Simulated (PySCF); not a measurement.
**A search over the determinants of GeB**

Unrestricted PBE0; PySCF, scalar-relativistic core potentials, basis sets Ge cc-pVDZ-PP with ECP10, B cc-pVDZ. Outer shells of the fragments: Ge 3d10 4s2 4p2; B 2s2 2p1.

Followed along the bond (rough minima from three points):

```csv
2Ms+1,unpaired,⟨S²⟩ at the start,R at minimum (Å),Te (eV)
4,"σ ↑, π ↑↑",3.75,1.99,0.00
2,"σ ↓, π ↑↑",1.77,2.00,0.34
2,"σ ↑, π ↑↓",1.76,2.00,0.40
2,σ ↑,0.77,2.02,1.09
2,π ↑,0.76,none in the scan,≤ 1.17
```

Solutions found at the starting distance of 1.975 Å, counted from the lowest of them; the search is not exhaustive and high or unbound solutions are not listed, so other states can lie among these:

| 2Ms+1 | unpaired | term | E (eV) | ⟨S²⟩ | ⟨Lz²⟩ | μ (D) |
| --- | --- | --- | --- | --- | --- | --- |
| 4 | σ ↑, π ↑↑ | ⁴Σ⁻ | 0.00 | 3.75 | 0.00 | -0.88 |
| 2 | σ ↓, π ↑↑ | mixed | 0.35 | 1.77 | 0.00 | -0.87 |
| 2 | σ ↑, π ↑↓ | mixed | 0.40 | 1.76 | 2.01 | -0.89 |
| 2 | σ ↑ | mixed | 1.11 | 0.77 | 2.00 | -0.85 |
| 2 | π ↑ | ²Π | 1.19 | 0.76 | 1.00 | -0.77 |
| 2 | π ↑ | ²Π | 1.85 | 0.75 | 1.00 | -2.59 |

A term symbol is given only where ⟨S²⟩ and ⟨Lz²⟩ are close to those of a pure state; real π, δ and φ orbitals otherwise mix terms. A positive dipole means Ge(−)B(+).

Spin–orbit coupling is left out.
